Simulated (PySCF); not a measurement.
**How methods differ on the excitation energy of Sm⁺**

Sm⁺ [Xe] 4f6 6s1 (8F) → Sm⁺ [Xe] 4f7 (8S), as a difference of total energies. All numbers are calculated (PySCF 2.14, the spin-free X2C one-electron Hamiltonian (Gaussian nucleus), in cc-pVDZ-X2C). The calculations carry no spin-orbit coupling.

```tsv
method	excitation energy (eV)
UHF	4.899
MN15	1.816
wB97X-V	2.127
revPBE	1.483
```
